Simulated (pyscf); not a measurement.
HO–SiH₂–In(Cl)–Cl, singlet

Gas-phase minimum from PySCF at ωB97X-D3(BJ)/def2-SVP, one conformer. 

SMILES: O[SiH2][In]([Cl])[Cl]
```xyz
8

O     -0.9163    -0.7430    -1.8659
Si    -1.7766     0.3737    -0.9877
In    -0.2007     2.3527    -1.0832
Cl     1.7590     1.4226    -2.0497
Cl     0.0386     4.6165    -0.6142
H      0.0105    -0.5299    -2.0492
H     -1.9993    -0.0361     0.4256
H     -3.0866     0.6560    -1.6272
```
Charge 0, spin multiplicity 1.

Bonded distances (Å): O1–Si2 1.661, O1–H6 0.969, Si2–In3 2.532, Si2–H7 1.488, Si2–H8 1.485, In3–Cl4 2.375, In3–Cl5 2.324. Bond angles (°): Si2–O1–H6 116.6, O1–Si2–In3 100.6, O1–Si2–H7 113.2, O1–Si2–H8 110.9, In3–Si2–H7 110.1, In3–Si2–H8 112.6, H7–Si2–H8 109.2, Si2–In3–Cl4 102.9, Si2–In3–Cl5 144.9, Cl4–In3–Cl5 112.3.

Properties at ωB97X-D3(BJ)/def2-SVP:

| Property | Value |
|---|---|
| Harmonic wavenumbers, unscaled | 25, 61, 81, 107, 190, 318, 352, 363, 405, 470, 742, 805, 885, 962, 982, 2264, 2285, 3829 cm⁻¹ |
| Zero-point energy | 21.6 kcal/mol |
| Rotational symmetry number | 1 |
| Entropy of this conformer at 298 K and 1 atm, rigid rotor and harmonic oscillator, modes under 100 cm⁻¹ raised to 100 | 393.5 J/(mol K) |
| Dipole moment | 2.72 D |

Single-point totals, which compare only within one level:

| level | total energy (hartree) |
|---|---|
| ωB97X-D3(BJ)/def2-TZVP | -1477.41490 |
| PBE/def2-TZVP | -1476.67982 |
| r²SCAN/def2-TZVP | -1477.23661 |
| B3LYP-D3(BJ)/def2-TZVP | -1477.42045 |
| PBE0-D3(BJ)/def2-TZVP | -1476.78899 |
| M06-2X/def2-TZVP | -1477.13851 |
| ωB97M-D3(BJ)/def2-TZVP | -1477.47363 |

The lowest mode is so soft that the shape along it may change with the basis. Soft torsions are taken as harmonic, which can shift the entropy by several J/(mol K). Elements past Kr carry the def2 core potentials, without spin-orbit coupling.
